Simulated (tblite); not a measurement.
Species: C₇H₁₆P₂.
Bonds: C1–C2 (double), C2–P3, P3–C4, C4–P5, P3–C6, C6–C7, C6–C8, C6–C9. Hydrogens: H10, H11 on C1; H12 on C2; H13, H14 on C4; H15, H16 on P5; H17, H18, H19 on C7; H20, H21, H22 on C8; H23, H24, H25 on C9.

Computed with GFN2-xTB (tblite), gas phase: L-BFGS steps from a force-field or distance-geometry start until the largest atomic force falls under 0.01 eV/Å.

Step 3: E = -765.5157 eV
```
atom  x, y, z in Å  |  force x, y, z in eV/Å
C1      2.3144    1.7031    0.7448   -0.138  -0.098  -0.193
C2      1.6895    0.9217   -0.1300    0.015   0.069   0.113
P3      0.6851   -0.4831    0.4849   -0.149  -0.036   0.077
C4      0.8234   -1.6491   -0.9779    0.007   0.171   0.036
P5      2.4394   -2.5743   -1.0267   -0.083  -0.025  -0.085
C6     -1.1040    0.1827    0.2643    0.044  -0.052  -0.018
C7     -1.2960    1.3253    1.2726   -0.009  -0.040  -0.114
C8     -2.0795   -0.9515    0.6223    0.130   0.093  -0.034
C9     -1.3917    0.6871   -1.1529    0.012  -0.044   0.138
H10     2.9265    2.5342    0.4332    0.025   0.028   0.001
H11     2.2246    1.5495    1.8072   -0.009  -0.036   0.016
H12     1.8232    1.1056   -1.1953   -0.140  -0.208   0.085
H13     0.0329   -2.4051   -0.9011    0.052   0.065  -0.006
H14     0.7073   -1.1261   -1.9335    0.008  -0.003   0.020
H15     2.4528   -2.9444    0.3207    0.027   0.163  -0.035
H16     3.2643   -1.4636   -0.8277   -0.044  -0.027   0.137
H17    -0.6617    2.1800    1.0464    0.087  -0.051  -0.083
H18    -2.3303    1.6647    1.2461   -0.038   0.003  -0.024
H19    -1.0813    1.0091    2.2911    0.073  -0.134  -0.029
H20    -2.0111   -1.7822   -0.0759    0.052   0.013  -0.064
H21    -3.1015   -0.5796    0.5930   -0.038   0.047  -0.018
H22    -1.8975   -1.3402    1.6229    0.116   0.075   0.005
H23    -0.7051    1.4795   -1.4386    0.074   0.009   0.019
H24    -1.3358   -0.1130   -1.8873    0.040  -0.030   0.034
H25    -2.3986    1.0936   -1.1937   -0.113   0.047   0.021
```

Step 4: E = -765.5293 eV
```
atom  x, y, z in Å  |  force x, y, z in eV/Å
C1      2.3102    1.7045    0.7403   -0.117  -0.136  -0.125
C2      1.6842    0.9174   -0.1271    0.014   0.086   0.237
P3      0.6798   -0.4801    0.4957   -0.129  -0.114  -0.076
C4      0.8257   -1.6412   -0.9764   -0.073   0.091   0.079
P5      2.4356   -2.5726   -1.0300   -0.089  -0.030  -0.082
C6     -1.1083    0.1850    0.2633    0.204  -0.107  -0.001
C7     -1.2963    1.3238    1.2681    0.035  -0.045  -0.005
C8     -2.0751   -0.9484    0.6205    0.007   0.024  -0.029
C9     -1.3934    0.6874   -1.1487    0.009  -0.005   0.024
H10     2.9262    2.5328    0.4359    0.046   0.070  -0.068
H11     2.2248    1.5477    1.8005   -0.027  -0.030   0.110
H12     1.8144    1.0922   -1.1875   -0.121  -0.169  -0.122
H13     0.0365   -2.4008   -0.9019    0.058   0.090   0.004
H14     0.7072   -1.1257   -1.9356    0.012   0.044   0.047
H15     2.4549   -2.9323    0.3159    0.003   0.089   0.027
H16     3.2582   -1.4697   -0.8186    0.037   0.060   0.094
H17    -0.6580    2.1732    1.0414    0.097   0.010  -0.083
H18    -2.3280    1.6623    1.2436   -0.114   0.055  -0.007
H19    -1.0773    1.0014    2.2841    0.054  -0.103  -0.012
H20    -2.0081   -1.7790   -0.0783    0.059   0.010  -0.053
H21    -3.0976   -0.5777    0.5916   -0.057   0.032  -0.005
H22    -1.8900   -1.3339    1.6208    0.105   0.043   0.031
H23    -0.7031    1.4751   -1.4358    0.069   0.061   0.019
H24    -1.3327   -0.1113   -1.8819    0.011  -0.078  -0.010
H25    -2.4007    1.0939   -1.1910   -0.092   0.049   0.006
```

Step 5: E = -765.5369 eV
```
atom  x, y, z in Å  |  force x, y, z in eV/Å
C1      2.3070    1.7049    0.7373   -0.048  -0.087  -0.013
C2      1.6798    0.9147   -0.1232   -0.016   0.051   0.170
P3      0.6745   -0.4801    0.5014   -0.061  -0.133  -0.112
C4      0.8261   -1.6346   -0.9742   -0.083   0.030   0.058
P5      2.4318   -2.5718   -1.0334   -0.060   0.013  -0.034
C6     -1.1078    0.1849    0.2626    0.184  -0.085  -0.008
C7     -1.2960    1.3224    1.2653    0.044  -0.021   0.044
C8     -2.0724   -0.9464    0.6190   -0.052  -0.025  -0.013
C9     -1.3943    0.6878   -1.1460    0.011   0.016  -0.060
H10     2.9264    2.5326    0.4366    0.024   0.050  -0.092
H11     2.2244    1.5460    1.7975   -0.031  -0.015   0.126
H12     1.8066    1.0807   -1.1842   -0.114  -0.147  -0.159
H13     0.0396   -2.3966   -0.9023    0.023   0.076   0.012
H14     0.7074   -1.1246   -1.9361    0.008   0.079   0.058
H15     2.4562   -2.9230    0.3132   -0.016   0.036   0.046
H16     3.2548   -1.4728   -0.8114    0.064   0.081   0.048
H17    -0.6541    2.1689    1.0369    0.076   0.020  -0.065
H18    -2.3282    1.6615    1.2419   -0.083   0.056   0.002
H19    -1.0738    0.9949    2.2793    0.038  -0.069  -0.004
H20    -2.0052   -1.7766   -0.0806    0.054   0.008  -0.035
H21    -3.0958   -0.5759    0.5907   -0.039   0.017   0.003
H22    -1.8834   -1.3290    1.6198    0.083   0.023   0.027
H23    -0.7009    1.4731   -1.4336    0.043   0.072   0.019
H24    -1.3305   -0.1114   -1.8784   -0.012  -0.076  -0.023
H25    -2.4031    1.0948   -1.1890   -0.033   0.029   0.005
```

**Question.** Estimate the geometry and energy of step 6. (The exact step hangs on the optimiser's Hessian estimate; all steps are aligned on step 5, rigid shifts and turns removed.)

**Answer.** E = -765.5432 eV, largest force 0.191 eV/Å
```
atom  x, y, z in Å  |  force x, y, z in eV/Å
C1      2.3041    1.7048    0.7357    0.026  -0.018   0.084
C2      1.6749    0.9123   -0.1184   -0.041  -0.003   0.031
P3      0.6689   -0.4827    0.5049    0.033  -0.101  -0.077
C4      0.8251   -1.6280   -0.9715   -0.052  -0.026   0.000
P5      2.4273   -2.5705   -1.0367   -0.003   0.073   0.041
C6     -1.1046    0.1834    0.2616    0.051  -0.019  -0.023
C7     -1.2951    1.3210    1.2633    0.041   0.003   0.048
C8     -2.0708   -0.9451    0.6177   -0.060  -0.044   0.002
C9     -1.3949    0.6884   -1.1449    0.023   0.021  -0.100
H10     2.9267    2.5329    0.4355   -0.022  -0.006  -0.088
H11     2.2235    1.5443    1.7970   -0.026   0.009   0.097
H12     1.7972    1.0672   -1.1835   -0.106  -0.123  -0.100
H13     0.0425   -2.3915   -0.9023   -0.040   0.035   0.017
H14     0.7076   -1.1220   -1.9354   -0.003   0.111   0.055
H15     2.4571   -2.9139    0.3116   -0.035  -0.010   0.044
H16     3.2529   -1.4741   -0.8039    0.062   0.071  -0.003
H17    -0.6492    2.1652    1.0316    0.036   0.007  -0.031
H18    -2.3293    1.6617    1.2404    0.005   0.030   0.009
H19    -1.0699    0.9875    2.2751    0.021  -0.027   0.002
H20    -2.0015   -1.7744   -0.0834    0.036   0.002  -0.013
H21    -3.0949   -0.5740    0.5898   -0.008  -0.003   0.010
H22    -1.8759   -1.3242    1.6192    0.047   0.002   0.008
H23    -0.6982    1.4726   -1.4312    0.004   0.061   0.011
H24    -1.3289   -0.1129   -1.8756   -0.032  -0.047  -0.031
H25    -2.4057    1.0961   -1.1872    0.044   0.001   0.005
```

The energy changes by -0.0064 eV. The first-order estimate −F·Δx gives -0.0095 eV and the mean of the old and new forces, exact on a quadratic surface, -0.0063 eV. The step makes an angle of 58° with the force vector and moves no atom by more than 0.016 Å.

The cost below is that of the whole relaxation. Hardware: Arm Neoverse V2, one thread, no GPU, shared host. Cost: 0.48 s wall.
